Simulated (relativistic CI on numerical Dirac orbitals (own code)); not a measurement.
Spin-allowed bands of a d7 ion in a tetrahedral site, by hand

Problem. A d7 ion in a tetrahedral site has a 4A2 ground term and spin-allowed bands at ν1 = 4500 and ν2 = 7804 cm⁻¹ (from a computed ligand-field model). Find Δ and the Racah parameter B, and predict the third band.

Working.
1. The F term splits into A2 (−1.2Δ), T2 (−0.2Δ) and T1 (+0.6Δ), so ν1 = E(T2) − E(A2) = Δ = 4500 cm⁻¹.
2. T1(F) mixes with T1(P), which lies at 15B, through an element 0.4Δ. The two roots, counted from A2, are ν2,3 = ½(15B + 3Δ) ∓ ½√[(15B − Δ)² + 12BΔ].
3. Solving the lower root for B gives B = (2ν1² + ν2² − 3ν1ν2)/(15ν2 − 27ν1) = -3951584/-4440 = 890 cm⁻¹.
4. The sum of the roots is 15B + 3Δ, so ν3 = 15B + 3ν1 − ν2 = 19046 cm⁻¹ (525 nm).

Check. The bands were computed by exact diagonalisation of the d7 shell with B = 890 and Δ = 4500 cm⁻¹, which gives ν3 = 19046 cm⁻¹. C does not enter the terms of highest spin.
